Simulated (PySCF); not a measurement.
ZnH: mean field, correlation and small terms against distance

State: ²Σ⁺, doublet, unpaired electrons σ ↑. ROHF-based CCSD(T) in PySCF 2.14 with Zn cc-pVTZ-PP with ECP10, H cc-pVTZ and Zn cc-pVQZ-PP with ECP10, H cc-pVQZ (frozen core orbitals: 4; scalar-relativistic core potentials). Correlation energies are extrapolated as n⁻³ (n = 3, 4), Hartree–Fock as (n+1)·exp(−9√n). CV is the change on freezing 0 orbitals instead, in Zn cc-pwCVTZ-PP with ECP10, H cc-pVTZ. All energies in eV from Zn + H.

```
 R (Å)  HF/CBS  CCSD corr.     (T)      CV   total
1.4174  -0.487      -0.314  0.0224  0.0129  -0.766
1.4818  -0.630      -0.287  0.0251  0.0128  -0.879
1.5462  -0.700      -0.268  0.0268  0.0127  -0.929
1.6107  -0.715      -0.256  0.0275  0.0124  -0.932
1.6751  -0.687      -0.253  0.0272  0.0120  -0.901
1.7556  -0.607      -0.259  0.0253  0.0114  -0.830
1.8362  -0.491      -0.278  0.0217  0.0106  -0.737
```

A fit to the total gives Re = 1.5822 Å, De = 0.935 eV, ωe = 1601.3 cm⁻¹, Be = 6.787 cm⁻¹ (masses 63.9291 and 1.0078 u).

Question: At R = 1.6107 Å the CCSD correlation energy is -0.486580 hartree in the smaller basis and -0.527033 in the larger. Extrapolate it.

Answer: (4³·E4 − 3³·E3)/(4³ − 3³) = -0.55655 hartree; the larger basis holds 94.7 % of it.

The T1 diagnostic is 0.030. The state was picked by a PBE0 search and need not be the measured ground state. Spin–orbit coupling, excitations beyond (T) and corrections to the Born–Oppenheimer picture are left out.
